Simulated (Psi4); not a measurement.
CH₂NO, doublet, at a GFN2-xTB geometry. Base run: CCSD(T)/aug-cc-pVDZ (Psi4 1.11).

Psi4 was given this input:
```
memory 2 GB

molecule mol {
0 2
  O    -0.262395    1.207920   -0.014006
  C    -0.414676    0.016799    0.000615
  N     0.434856   -0.993775    0.011091
  H     0.095012   -1.939934    0.023137
  H     1.448207   -0.867797    0.007580
}

set basis aug-cc-pvdz
set reference uhf
set freeze_core true

energy('ccsd(t)')
print_variables()
```

Variants of this job, named by their change:

| change | ΔE vs base (kcal/mol) | MP2 correlation (Eh) | CC correlation without the perturbative part (Eh) | basis functions | core-seconds (rough) |
|---|---|---|---|---|---|
| base | 0.000 | -0.48391 | -0.49832 | 87 | 100 |
| method = mp2 | 21.18 | -0.48393 | - | 87 | 6 |
| method = ccsd | … | -0.48391 | -0.49832 | 87 | 90 |
| method = mp3 | 17.68 | -0.48393 | - | 87 | 10 |

Q: Some entries are withheld; supply them.

A: 
- method = ccsd, ΔE vs base (kcal/mol): 11.97

Open shells are given as the SCF converged; they aren't shown to be the lowest states, and a large step between rows can be another state.
